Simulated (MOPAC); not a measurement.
A run for MOPAC: PM3 on AlClFH (SMILES [F][AlH][Cl]), a point of a bond scan (R = 2.818 Å).

```
PM3 1SCF PRECISE CHARGE=0 THREADS=1
AlClFH

Al    -0.56121200 1     0.17720720 1    -0.47070291 1
H     -1.75578251 1    -0.36994628 1    -1.30318825 1
F     -0.21592676 1     1.78615354 1    -0.49600494 1
Cl     1.06954697 1    -1.49215925 1     1.10866368 1
```

Program output:

```
*******************************************************************************
 **                                                                           **
 **                              MOPAC v23.2.5                                **
 **                                                                           **
 *******************************************************************************
 ** MOPAC's Digital Object Identifier: https://doi.org/10.5281/zenodo.6511958 **
 **                                                                           **
 ** Please cite the open-source release paper for use of this MOPAC version:  **
 ** J. E. Moussa and J. J. P. Stewart (2026)                                  **
 ** MOPAC: An open-source semiempirical molecular orbital program             **
 ** J. Open Source Softw., 11(119), 8025, https://doi.org/10.21105/joss.08025 **
 *******************************************************************************

                              PM3 CALCULATION RESULTS

 *******************************************************************************
 *  PM3        - The PM3 Hamiltonian to be used
 *
 *
 *
 *                 CHARGE ON SYSTEM = 0
 *
 *
 *
 *  PRECISE    - TIGHTER CRITERIA TO BE USED
 *  1SCF       - DO 1 SCF AND THEN STOP
 *  THREADS=1  - MULTI-THREADING NOT USED
 *  T=         - A TIME OF 172800.0 SECONDS REQUESTED
 *  DUMP=N     - RESTART FILE WRITTEN EVERY 7200.0 SECONDS REQUESTED
 *******************************************************************************
PM3 1SCF PRECISE CHARGE=0 THREADS=1
 AlClFH

   ATOM   CHEMICAL          X               Y               Z
  NUMBER   SYMBOL      (ANGSTROMS)     (ANGSTROMS)     (ANGSTROMS)

     1      Al         -0.56121200  *   0.17720720  *  -0.47070291  *
     2       H         -1.75578251  *  -0.36994628  *  -1.30318825  *
     3       F         -0.21592676  *   1.78615354  *  -0.49600494  *
     4      Cl          1.06954697  *  -1.49215925  *   1.10866368  *



          CARTESIAN COORDINATES

    NO.       ATOM           X           Y           Z

     1        Al         -0.5612      0.1772     -0.4707
     2         H         -1.7558     -0.3699     -1.3032
     3         F         -0.2159      1.7862     -0.4960
     4        Cl          1.0695     -1.4922      1.1087

  H: (PM3): J. J. P. STEWART, J. COMP. CHEM. 10, 209 (1989).
  F: (PM3): J. J. P. STEWART, J. COMP. CHEM. 10, 209 (1989).
 Al: (PM3): J. J. P. STEWART, J. COMP. CHEM. 10, 209 (1989).
 Cl: (PM3): J. J. P. STEWART, J. COMP. CHEM. 10, 209 (1989).

           Empirical Formula: H Al F Cl  =     4 atoms



      MOLECULAR POINT GROUP   :   Cs


      RHF CALCULATION, NO. OF DOUBLY OCCUPIED LEVELS = 9


 -------------------------------------------------------------------------------
 PM3 1SCF PRECISE CHARGE=0 THREADS=1
 AlClFH



     1SCF WAS SPECIFIED, SO BFGS WAS NOT USED
     SCF FIELD WAS ACHIEVED


                              PM3 CALCULATION
                                                       MOPAC v23.2.5 Linux




          FINAL HEAT OF FORMATION =        -56.22985 KCAL/MOL =    -235.26571 KJ/MOL


          COSMO AREA              =        109.51 SQUARE ANGSTROMS
          COSMO VOLUME            =         95.04 CUBIC ANGSTROMS

          IONIZATION POTENTIAL    =         10.080965 EV
          HOMO LUMO ENERGIES (EV) =        -10.081 -2.960
          NO. OF FILLED LEVELS    =          9
          MOLECULAR WEIGHT        =         82.4408         POINT GROUP:  Cs

          MOLECULAR DIMENSIONS (Angstroms)

            Atom       Atom       Distance
           Cl     4    H     2     3.88058
            F     3    H     2     2.58319
           Al     1    H     2     0.00000


          SCF CALCULATIONS        =          1





   ATOM   CHEMICAL          X               Y               Z
  NUMBER   SYMBOL      (ANGSTROMS)     (ANGSTROMS)     (ANGSTROMS)

     1      Al         -0.56121200  *   0.17720720  *  -0.47070291  *
     2       H         -1.75578251  *  -0.36994628  *  -1.30318825  *
     3       F         -0.21592676  *   1.78615354  *  -0.49600494  *
     4      Cl          1.06954697  *  -1.49215925  *   1.10866368  *

                             CARTESIAN COORDINATES

   1   Al       -0.561212000     0.177207200    -0.470702910
   2    H       -1.755782510    -0.369946280    -1.303188250
   3    F       -0.215926760     1.786153540    -0.496004940
   4   Cl        1.069546970    -1.492159250     1.108663680


           Empirical Formula: H Al F Cl  =     4 atoms



      MOLECULAR POINT GROUP   :   Cs


                  EIGENVALUES
 -53.22236 -21.35133 -17.09425 -16.85593 -16.55653 -12.25117 -10.45950 -10.10571
 -10.08097  -2.96009  -1.94980   0.46374   1.01280


              NET ATOMIC CHARGES AND DIPOLE CONTRIBUTIONS

  ATOM NO.   TYPE          CHARGE      No. of ELECS.   s-Pop       p-Pop
    1         Al           0.882289        2.1177     0.61917     1.49854
    2          H          -0.189903        1.1899     1.18990
    3          F          -0.254779        7.2548     1.61311     5.64167
    4         Cl          -0.437607        7.4376     1.99060     5.44700
 DIPOLE           X         Y         Z       TOTAL
 POINT-CHG.    -2.761     2.039    -2.529     4.263
 HYBRID         0.243    -0.047     0.198     0.317
 SUM           -2.518     1.992    -2.331     3.968


          ATOMIC ORBITAL ELECTRON POPULATIONS

     Atom    s        px        py        pz
    1 Al   0.61917   0.54578   0.57464   0.37812
    2  H   1.18990
    3  F   1.61311   1.92887   1.79940   1.91340
    4 Cl   1.99060   1.81559   1.81532   1.81609

 **********************
 *                    *
 * JOB ENDED NORMALLY *
 *                    *
 **********************




 == MOPAC DONE ==
```

The run finished.

Cost: about 0.03 core-seconds (a rough figure).
